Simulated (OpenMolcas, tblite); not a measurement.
## SiHCl2OF (SMILES O[Si](F)(Cl)Cl): methods side by side

SiHCl2OF: 6 atoms, total charge 0, spin state singlet. As SMILES, `O[Si](F)(Cl)Cl`. The shape is that of a PBE0-D4/def2-TZVP optimisation. This is one conformer, not always the lowest.

```xyz
6

O    -0.5077    0.4537    1.1225
Si    0.2195    0.0134   -0.2474
F     1.5832   -0.7267    0.0444
Cl   -0.9213   -1.2729   -1.3196
Cl    0.6180    1.6839   -1.2945
H    -0.9496   -0.2155    1.6485
```

Each level gives the dipole moment (D). The values are calculated.

```tsv
level	kind	program	value (D)	CPU time
GFN2-xTB	semi-empirical	tblite	2.38	under 2 s
IPEA1-xTB	semi-empirical	tblite	3.14	under 2 s
HF/def2-SVP	Hartree–Fock	OpenMolcas	2.02	5.3 s
SVWN5/def2-SVP	LDA	OpenMolcas	1.90	12 s
BLYP/def2-SVP	GGA	OpenMolcas	1.82	14 s
M06-L/def2-SVP	meta-GGA	OpenMolcas	1.93	18 s
M06-2X/def2-SVP	hybrid meta-GGA	OpenMolcas	1.95	18 s
```

The values span 1.82 to 3.14 D. Magnitudes only. CPU times are rough (shared hosts, several kinds of processor): they show what a rung costs within a factor of a few.
